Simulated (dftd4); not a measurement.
C$_{4}$H$_{9}$Cl$_{2}$Sn, doublet, geometry from GFN2-xTB (such geometries of metal compounds can be far from the true shape) (the spin is typed, not shown lowest); D4 for wb97x run with dftd4 4.2.0.

Input for dftd4:
```
$ dftd4 mol.xyz --func wb97x --charge 0 --json dftd4.json --noedisp --property

# file mol.xyz
16

Sn     0.81022789     0.72105670     0.28106262
C      0.15719912    -1.48779757    -0.76240123
C     -0.58408643    -1.26538112    -2.03383495
C     -1.10781266    -2.59526695    -2.62359963
C     -2.21520923    -3.21874497    -1.78679294
H      1.09432883    -2.02572516    -0.86378185
H     -0.44152109    -1.84172039     0.06901036
H     -1.43877210    -0.60732449    -1.86604510
H      0.06972827    -0.80625581    -2.77927225
H     -1.48975664    -2.38203456    -3.62402429
H     -0.27672459    -3.29665598    -2.72238262
H     -3.02007898    -2.50508840    -1.62748533
H     -1.84433898    -3.54193412    -0.81791744
H     -2.62327716    -4.08686303    -2.29969426
Cl     0.76106071     0.18939230     2.61740253
Cl    -1.23409172     1.95436718     0.07190539
```

What the program printed (banner, timings and long lists left out):

```
                    ____  _____ _____     ____  _  _
      -------------|  _ \|  ___|_   _|---|  _ \| || |------------
     |             | | | | |_    | | ___ | | | | || |_           |
     |             | |_| |  _|   | ||___|| |_| |__   _|          |
     |             |____/|_|     |_|     |____/   |_|            |
     |             ===================================           |
     |            E. Caldeweyher, S. Ehlert & S. Grimme          |
     |          Mulliken Center for Theoretical Chemistry        |
     |                    University of Bonn                     |
      -----------------------------------------------------------

Rational (Becke-Johnson) damping: wb97x-D4-ATM
---------------------
  s6         1.0000
  s8         0.5093
  s9         1.0000
  a1         0.0662
  a2         5.4487
 alp        16.0000
--------------------

Atomic data, radii in Ångström:
------------------------------------------------------
   Z          R(cov)      r4/r2   hardness         EN
------------------------------------------------------
  50 Sn       1.6800     3.4228     0.3185     1.9600
   6 C        1.0000     1.6431     0.4220     2.5500
   1 H        0.4267     1.0622     0.4726     2.2000
  17 Cl       1.3200     1.9735     0.4312     3.1600
------------------------------------------------------

Atomic reference systems (in atomic units):
----------------------------------------------------------------------------
   Z        #      CN     q+Z       C6(AA)   #      CN     q+Z       C6(AA)
----------------------------------------------------------------------------
  50 Sn     1  0.0000 22.0000     636.6934   2  0.9004 22.0360     540.2135
            3  1.8469 22.0437     501.2867   4  2.7705 22.0346     405.6063
            5  3.7047 22.0142     335.5240
   6 C      1  0.0000  6.0000      49.3833   2  0.9189  5.8288      52.1688
            3  1.9079  5.8579      35.6972   4  2.8312  5.7775      35.8445
            5  3.7487  5.7435      28.6317   6  2.9183  5.8956      32.2504
            7  0.8556  6.2103      25.6194
   1 H      1  0.0000  1.0000       7.6362   2  0.8942  1.0000       3.0374
  17 Cl     1  0.0000 17.0000      92.6806   2  0.8444 16.8495     101.8771
----------------------------------------------------------------------------

Atomic properties (in atomic units):
----------------------------------------------------------------------------
     #    Z              CN          q      C6(AA)        C8(AA)   alpha(0)
----------------------------------------------------------------------------
     1   50 Sn       2.2564     0.3484    441.4146    55402.4323    43.6079
     2    6 C        3.4817    -0.2319     30.1528      872.0704     8.2502
     3    6 C        3.8040    -0.1663     26.5483      767.8231     7.4250
     4    6 C        3.8004    -0.1713     26.6664      771.2386     7.4421
     5    6 C        3.7515    -0.2395     28.3620      820.2781     7.6857
     6    1 H        0.9251     0.0944      1.8368       22.2044     2.1194
     7    1 H        0.9253     0.1034      1.7544       21.2075     2.0713
     8    1 H        0.9243     0.1046      1.7437       21.0781     2.0650
     9    1 H        0.9242     0.0917      1.8631       22.5216     2.1345
    10    1 H        0.9243     0.0937      1.8439       22.2894     2.1235
    11    1 H        0.9243     0.0980      1.8034       21.8004     2.1001
    12    1 H        0.9248     0.0977      1.8062       21.8341     2.1017
    13    1 H        0.9249     0.0976      1.8066       21.8390     2.1019
    14    1 H        0.9248     0.0913      1.8665       22.5627     2.1365
    15   17 Cl       0.8013    -0.2053    103.5048     4318.5909    15.5509
    16   17 Cl       0.8013    -0.2063    103.5370     4319.9308    15.5533
----------------------------------------------------------------------------

Molecular properties (in atomic units):
----------------------------------------
 molecular C6                5481.4751
 molecular C8              268068.6558
----------------------------------------

Dispersion energy:      -3.9914308661141E-02 Eh

[Info] JSON dump of results written to 'dftd4.json'
```
